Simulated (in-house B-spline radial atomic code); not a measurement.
Configurations of the nickel ion Ni⁷⁺, with energies counted from [Ar] 3d3. All numbers are computed (non-relativistic PBEsol, spin-polarised, spherical fractional occupations; point nucleus) with a radial B-spline atomic code at the basis-set limit, not measured. Shells without spins written out take the highest spin.

Occupations are held fixed; configurations that lie above the ionisation limit could autoionise.

```
                         configuration  E - E(ref) (eV)  highest orbital  its <r> (bohr)
[Ar] 3d(2 up, 0 down) 4s(1 up, 0 down)           58.756            4s up           1.603
[Ar] 3d(0 up, 2 down) 4p(1 up, 0 down)           71.547            4p up            1.71
[Ar] 3d(0 up, 2 down) 4f(0 up, 1 down)           105.66          4f down           2.029
                  [Ne] 3s2 3p5 3d3 4p1           128.97            4p up            1.69
                  [Ne] 3s2 3p5 3d3 4d1           147.82            4d up           1.875
                  [Ne] 3s2 3p5 3d3 4f1           163.95            4f up           2.015
```

(1) Order these further configurations by energy, lowest first.
A. [Ne] 3s2 3p(3 up, 2 down) 3d(2 up, 1 down) 4d(1 up, 0 down)
B. [Ne] 3s2 3p5 3d4
C. [Ar] 3d2 4d1
D. [Ne] 3s2 3p5 3d3 4s1
E. [Ar] 3d(2 up, 1 down)

(2) How far above the reference does [Ar] 3d2 4p1 lie?

Results:

(1) E (3.3852 eV), B (57.483 eV), C (89.491 eV), D (116.93 eV), A (153.59 eV).

(2) 70.754 eV; its least bound orbital is 4p up with <r> = 1.696 bohr.
